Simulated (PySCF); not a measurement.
Compound: (F3Si)2CH2, CH2F6Si2.
Bonds: Si1–F2, Si1–F3, Si1–F4, Si1–C5, C5–Si6, Si6–F7, Si6–F8, Si6–F9. Hydrogens: H10, H11 on C5.

The closed-shell ground state was solved at several levels (PySCF, density fitting, gas phase, non-relativistic). Geometry: PBE0-D3(BJ)/def2-SVP; no solvent, vibrations or thermal averaging.

```tsv
level	basis functions	total energy (Eh)	HOMO (eV)	LUMO (eV)	gap (eV)	dipole (D)
wB97X-D/def2-SVPD	222	-1216.9442	-13.02	1.32	14.34	2.45
PBE0/pcSseg-1	177	-1216.8481	-11.08	0.19	11.27	2.45
```

What might wB97X-D/pcSseg-1 (177 basis functions) give for the same quantities?

Total energy -1217.5150 Eh, HOMO -13.01 eV, LUMO 2.05 eV, gap 15.06 eV, dipole 2.47 D.

Over all these levels, which gives the widest orbital gap and which the narrowest?

wB97X-D/pcSseg-1 (range-separated hybrid) has the widest, 15.06 eV, and PBE0/pcSseg-1 (global hybrid, 25 % exact exchange) the narrowest, 11.27 eV. The two share the basis. From the narrowest to the widest the HOMO moves by -1.93 eV and the LUMO by +1.86 eV.

How far do the dipole and the HOMO energy spread over the levels?

The dipole runs from 2.45 to 2.47 D (mean 2.46 D) and the HOMO from -13.02 to -11.08 eV.

The pairwise dispersion term of wB97X-D wasn't added to the energies; at a given geometry it leaves orbitals and properties as they are.
